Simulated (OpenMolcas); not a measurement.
# What dynamic correlation does to the levels of Rh7+

| Item | Value |
| --- | --- |
| Program | OpenMolcas 26.06 |
| Basis | ANO-RCC-VQZP [8s7p5d3f2g1h] |
| Scalar Hamiltonian | DKH2, point nucleus |
| Active space | 2 electrons in 5 orbitals (4d) |
| State averaging | 2S+1 = 3 even, 10 roots; 2S+1 = 1 even, 15 roots |
| Spin-orbit coupling | state interaction with AMFI integrals over the reference wave functions, term energies averaged over their components |

Methods on the same reference wave functions:
A. CASSCF
B. SS-CASPT2, IPEA 0.25 Eh, imaginary shift 0.1 Eh (closed shells correlated: 4s 4p)

Energies in cm⁻¹ above 4d² ³F₂.

| Level | A | B |
| --- | --- | --- |
| 4d² ³F₂ | 0.0 | 0.0 |
| 4d² ³F₃ | 3284 | 3370 |
| 4d² ³F₄ | 6883 | 6940 |
| 4d² ¹D₂ [68 %] | 17857 | 15140 |
| 4d² ³P₀ | 18675 | 16250 |
| 4d² ³P₁ | 20118 | 17770 |
| 4d² ³P₂ [70 %] | 23764 | 21260 |
| 4d² ¹G₄ | 27152 | 24290 |
| 4d² ¹S₀ | 61810 | 54300 |

From A to B the spin-free energies of the other terms of 4d² shown, above ³F, scale by factors of 0.80 to 0.87, as is usual when dynamic correlation screens the repulsion within a d or f shell.

The lowest spin-free term lies below A's lowest term by 0.311 hartree in B.

Term energies are means over components that CASPT2 splits; among the terms shown or strongly mixed into the levels shown the widest spread is 560 cm-1 (4d² ¹G, B). Without dynamic correlation excited terms often stand tens of per cent too high (terms of higher spin than the ground term too low), and those without a measured partner can miss by more than the paired ones (holds for A). Levels of configurations outside the active space are missing.

A share in square brackets marks a mixed level and gives the weight of the term that names it, the lowest over the columns.
